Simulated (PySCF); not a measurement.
F4Si (SMILES F[Si](F)(F)F), singlet, at a GFN2-xTB geometry; PySCF with DF-HF/aug-cc-pVDZ.

The PySCF input:
```python
from pyscf import gto, scf
import numpy

mol = gto.M(
    atom='''
Si    0.00000000   -0.00000000    0.00000000
F     0.88552320    0.90402113    0.92229500
F    -0.91389002   -0.91243756    0.88560507
F    -0.89400971    0.90408216   -0.91401078
F     0.92237653   -0.89566573   -0.89388928
''',
    basis='unc-aug-cc-pvdz',
    verbose=4,
)
print('smallest overlap eigenvalue', numpy.linalg.eigvalsh(mol.intor('int1e_ovlp'))[0])

mf = scf.RHF(mol)
mf = mf.density_fit(auxbasis='def2-universal-jkfit')
mf.kernel()
```

The log (banner, timings and long lists left out):

```
PySCF version 2.14.0

[INPUT] verbose = 4
[INPUT] num. atoms = 5
[INPUT] num. electrons = 50
[INPUT] charge = 0
[INPUT] spin (= nelec alpha-beta = 2S) = 0
[INPUT] symmetry False subgroup None
[INPUT] Mole.unit = angstrom
[INPUT] Symbol           X                Y                Z      unit          X                Y                Z       unit  Magmom
[INPUT]  1 Si     0.000000000000   0.000000000000   0.000000000000 AA    0.000000000000   0.000000000000   0.000000000000 Bohr   0.0
[INPUT]  2 F      0.885523200000   0.904021130000   0.922295000000 AA    1.673396324948   1.708352346520   1.742884956056 Bohr   0.0
[INPUT]  3 F     -0.913890020000  -0.912437560000   0.885605070000 AA   -1.727001845773  -1.724257094166   1.673551036826 Bohr   0.0
[INPUT]  4 F     -0.894009710000   0.904082160000  -0.914010780000 AA   -1.689433504602   1.708467676505  -1.727230049100 Bohr   0.0
[INPUT]  5 F      0.922376530000  -0.895665730000  -0.893889280000 AA    1.743039025427  -1.692562928859  -1.689205924885 Bohr   0.0

nuclear repulsion = 270.896052898589
number of shells = 92
number of NR pGTOs = 190
number of NR cGTOs = 190
basis = unc-aug-cc-pvdz
ecp = {}
smallest overlap eigenvalue 0.0008558736113995664

******** <class 'pyscf.df.df_jk.DFRHF'> ********
method = DFRHF
initial guess = minao
damping factor = 0
level_shift factor = 0
DIIS = <class 'pyscf.scf.diis.CDIIS'>
diis_start_cycle = 1
diis_space = 8
diis_damp = 0
SCF conv_tol = 1e-09
SCF conv_tol_grad = None
SCF max_cycles = 50
direct_scf = False
Set gradient conv threshold to 3.16228e-05
Initial guess from minao.
******** <class 'pyscf.df.df.DF'> ********
auxbasis = def2-universal-jkfit
init E= -687.177440708095
  HOMO = -0.665626551262714  LUMO = 0.00348372142842312  gap/eV = 18.20742
cycle= 1 E= -686.897771238798  delta_E= 0.28  |g|= 0.79  |ddm|= 2.58
  HOMO = -0.650938716306235  LUMO = 0.0475443799156043  gap/eV = 19.00669
cycle= 2 E= -686.975803119744  delta_E= -0.078  |g|= 0.442  |ddm|= 0.956
  HOMO = -0.691933796366031  LUMO = 0.0511966900661378  gap/eV = 20.22161
cycle= 3 E= -686.999943272421  delta_E= -0.0241  |g|= 0.0459  |ddm|= 0.231
  HOMO = -0.680236574619585  LUMO = 0.0533339831676582  gap/eV = 19.96147
cycle= 4 E= -687.000297806399  delta_E= -0.000355  |g|= 0.00794  |ddm|= 0.0465
  HOMO = -0.681228088728386  LUMO = 0.0532347498756389  gap/eV = 19.98575
cycle= 5 E= -687.000314520007  delta_E= -1.67e-05  |g|= 0.00127  |ddm|= 0.0195
  HOMO = -0.681214833311843  LUMO = 0.0532158516526074  gap/eV = 19.98488
cycle= 6 E= -687.000314904229  delta_E= -3.84e-07  |g|= 0.000203  |ddm|= 0.0026
  HOMO = -0.681226143843022  LUMO = 0.0532134348987906  gap/eV = 19.98512
cycle= 7 E= -687.000314917561  delta_E= -1.33e-08  |g|= 4.16e-05  |ddm|= 0.000444
  HOMO = -0.681228869575014  LUMO = 0.053213090210009  gap/eV = 19.98518
cycle= 8 E= -687.000314918189  delta_E= -6.28e-10  |g|= 5.5e-06  |ddm|= 7.67e-05
  HOMO = -0.681228532043744  LUMO = 0.0532130851548495  gap/eV = 19.98517
Extra cycle  E= -687.000314918202  delta_E= -1.3e-11  |g|= 1.98e-06  |ddm|= 8.6e-06
converged SCF energy = -687.000314918202
```
